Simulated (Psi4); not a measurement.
Relaxed torsion scan: SMILES O=C(C)[SiH2][SiH2]S. Scanned: dihedral O3–C2–Si4–Si5 and dihedral C2–Si4–Si5–S6; all other coordinates were relaxed at GFN2-xTB. GFN2-xTB can order the conformers of Si and Ge chains otherwise than DFT does. Points at φ and −φ are mirror images.

Atom numbering (GFN2-xTB optimised geometry, Å):
```
14

C     -2.6634     0.2169     0.1162
C     -1.2639     0.2476    -0.4184
O     -0.9927     0.6738    -1.5223
Si     0.1860    -0.4084     0.6608
Si     1.9506    -0.0007    -0.7790
S      3.8112    -0.6500     0.1307
H     -2.6992     0.7902     1.0402
H     -2.9245    -0.8116     0.3565
H     -3.3750     0.6222    -0.6001
H     -0.1267    -1.7980     1.0202
H      0.1530     0.3272     1.9354
H      2.1761     1.4082    -1.1025
H      1.9712    -0.8019    -1.9960
H      3.7974     0.1845     1.1583
```

Computed with PBE-D3(BJ)/def2-SVP // GFN2-xTB in Psi4.

Energy in kcal/mol above the lowest grid point; x is the dihedral O3–C2–Si4–Si5 (°), y the dihedral C2–Si4–Si5–S6 (°).

```
y \ x  -150  -120  -90  -60  -30    0   30   60   90  120  150  180
-----  ----  ----  ---  ---  ---  ---  ---  ---  ---  ---  ---  ---
180     5.3   5.1  4.9  4.9  4.8  4.5  4.8  4.9  4.9  5.1  5.3  5.4
150     5.5   4.4  4.1  4.0  5.4  5.3  4.7  5.0  5.0  5.3  5.6  5.7
120     5.8   4.8  4.4  4.2  4.5  5.7  5.3  5.1  5.1  5.3  5.5  5.8
90      5.1   4.0  3.3  2.5  2.3  3.2  3.8  4.4  4.0  4.2  4.4  4.7
60      2.4   3.1  1.8  0.0  0.0  0.5  1.7  2.3  3.2  3.4  3.7  3.5
30      3.7   2.0  2.1  1.0  0.8  0.8  0.8  1.4  1.5  3.9  3.9  4.1
0       4.5   4.1  1.6  1.3  1.5  1.9  1.5  1.3  1.6  4.1  4.5  4.3
-30     3.9   3.9  1.5  1.4  0.8  0.8  0.8  1.0  2.1  2.0  3.7  4.1
-60     3.7   3.4  3.2  2.3  1.7  0.5  0.0  0.0  1.8  3.1  2.4  3.5
-90     4.4   4.2  4.0  4.4  3.8  3.2  2.3  2.5  3.3  4.0  5.1  4.7
-120    5.5   5.3  5.1  5.1  5.3  5.7  4.5  4.2  4.4  4.8  5.8  5.8
-150    5.6   5.3  5.0  5.0  4.7  5.3  5.4  4.0  4.1  4.4  5.5  5.7
```

Points that lie below all their neighbours on the grid: x = -60, y = 60 (0.0 kcal/mol); x = 60, y = -60 (0.0 kcal/mol); x = -60, y = 150 (4.0 kcal/mol); x = 60, y = -150 (4.0 kcal/mol); x = 0, y = 180 (4.5 kcal/mol). The lowest path on the grid from the first to the second passes x = -60, y = 0 at 1.3 kcal/mol.
